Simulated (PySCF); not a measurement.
C6H9FO2.
Numbering: `[CH3:1][O:2][C@H:3]1[CH2:4][C@H:5]([C:6](=[O:7])[F:8])[CH2:9]1` (hydrogens: H10, H11, H12 on C1; H13 on C3; H14, H15 on C4; H16 on C5; H17, H18 on C9)

Method: PBE0-D3(BJ)/def2-SVP geometry optimisation, gas phase in PySCF.

Problem. List the bond lengths, angles and torsions at this level.

Solution. 
| bond | length (Å) | order |
| --- | --- | --- |
| C1–O2 | 1.397 | single |
| O2–C3 | 1.385 | single |
| C3–C4 | 1.530 | single |
| C4–C5 | 1.554 | single |
| C5–C6 | 1.495 | single |
| C6=O7 | 1.185 | double |
| C6–F8 | 1.343 | single |
| C5–C9 | 1.536 | single |
| C3–C9 | 1.547 | single |
| C1–H10 | 1.107 | single |
| C1–H11, C1–H12 | 1.103 | single |
| C3–H13 | 1.109 | single |
| C4–H14, C9–H18 | 1.099 | single |
| C4–H15, C9–H17 | 1.099 | single |
| C5–H16 | 1.101 | single |

Bonds in one row agree within 0.01 Å and their mean is given. Orders are formal, as drawn. A selection of angles:
| angle | degrees |
| --- | --- |
| O2–C1–H10 | 111.8 |
| O2–C1–H11 | 107.8 |
| H10–C1–H11 | 108.6 |
| H10–C1–H12 | 107.9 |
| C1–O2–C3 | 113.6 |
| O2–C3–C4 | 114.1 |
| O2–C3–C9 | 119.0 |
| O2–C3–H13 | 110.9 |
| C4–C3–C9 | 89.3 |
| C4–C3–H13 | 111.5 |
| C9–C3–H13 | 110.3 |
| C3–C4–C5 | 88.2 |
| C3–C4–H14 | 118.9 |
| C3–C4–H15 | 109.7 |
| C5–C4–H14 | 118.5 |
| C5–C4–H15 | 110.7 |
| H14–C4–H15 | 109.3 |
| C4–C5–C6 | 112.2 |
| C4–C5–C9 | 88.8 |
| C4–C5–H16 | 115.4 |
| C6–C5–C9 | 113.8 |
| C6–C5–H16 | 107.8 |
| C9–C5–H16 | 118.0 |
| C5–C6–O7 | 128.9 |
| C5–C6–F8 | 110.6 |
| O7–C6–F8 | 120.5 |

Dihedral angles: C1–O2–C3–C4 -179° (antiperiplanar); O2–C3–C4–C5 139° (anticlinal); C3–C4–C5–C6 98° (anticlinal); C4–C5–C6–O7 -104° (anticlinal); C4–C5–C9–C3 17° (synperiplanar); O2–C3–C9–C5 -135° (anticlinal).

The C–O distances run from 1.185 Å (C6=O7, drawn double) to 1.397 Å (C1–O2, drawn single), a spread of 0.212 Å. The 4-membered ring C3–C4–C5–C9 has internal angles of 88.2° to 89.3° (sum 355°, against 360° for a flat polygon); it is puckered, 0.12 Å rms from its mean plane, widest ring torsion 18°. O2 (ether oxygen) is bent (angle 113.6°). The 5 C–C bonds span 1.495 Å (C5–C6, drawn single) to 1.554 Å (C4–C5, drawn single), a spread of 0.059 Å. Of the pairs four or more bonds apart, O7···H18 is among the closest relative to their van der Waals radii: 2.61 Å, 96 % of the sum of Bondi's values.

Point group: C1 (no symmetry element, even within 0.4 Å). Whether it is a minimum is left open (no frequencies). The numbers are those of one conformer.
